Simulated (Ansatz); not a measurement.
`CB[SiH2]N`, relaxed with RKS PBE-D4/def2-SVP in Ansatz from a rough embedded geometry. The force threshold is 0.03 eV/Å; the program also tests the step.

The species carries charge 0 and has multiplicity 1.

Start:

```xyz
12

C    -0.129   -1.245   -1.171
B     0.834   -0.630   -0.138
Si    0.113    0.511    1.224
N    -0.733    1.917    0.590
H    -1.193   -0.993   -1.039
H    -0.033   -2.411   -1.164
H     0.174   -0.949   -2.204
H     1.975   -0.854   -0.142
H     1.248    0.962    2.142
H    -0.834   -0.247    2.074
H    -1.428    1.552   -0.104
H     0.008    2.388   -0.068
```

```
         step  energy (eV)  largest force (eV/Å)  largest move (Å)
            1  -11196.9612                 2.422             0.000
            2  -11197.3169                 1.246             0.161
            3  -11197.3762                 0.347             0.087
            4  -11197.3763                 0.311             0.134
            5  -11197.3938                 0.213             0.135
            6  -11197.3994                 0.119             0.160
            7  -11197.4015                 0.059             0.034
 8 (rejected)  -11197.4005                 0.320             0.088
            9  -11197.4030                 0.074             0.043
           10  -11197.4053                 0.130             0.098
           11  -11197.4078                 0.198             0.086
           12  -11197.4119                 0.241             0.120
           13  -11197.4172                 0.313             0.127
           14  -11197.4237                 0.346             0.135
           15  -11197.4288                 0.277             0.137
           16  -11197.4362                 0.198             0.061
17 (rejected)  -11197.4306                 0.373             0.200
           18  -11197.4404                 0.296             0.083
19 (rejected)  -11197.4398                 0.282             0.100
           20  -11197.4440                 0.025             0.048
           21  -11197.4443                 0.075             0.049
           22  -11197.4447                 0.052             0.017
           23  -11197.4450                 0.029             0.034
```

End:

```xyz
12

C    -0.150   -1.416   -1.186
B     0.720   -0.509   -0.251
Si    0.047    0.409    1.385
N    -0.415    1.905    0.516
H    -1.225   -1.505   -0.931
H     0.291   -2.435   -1.033
H    -0.031   -1.213   -2.271
H     1.825   -0.158   -0.647
H     1.023    0.789    2.469
H    -1.214   -0.114    2.028
H    -1.209    1.831   -0.128
H     0.341    2.416    0.050
```

It took 36 s on 2 threads of an Arm Neoverse V2 on a shared host, with 0.15 GiB of host memory at the peak.
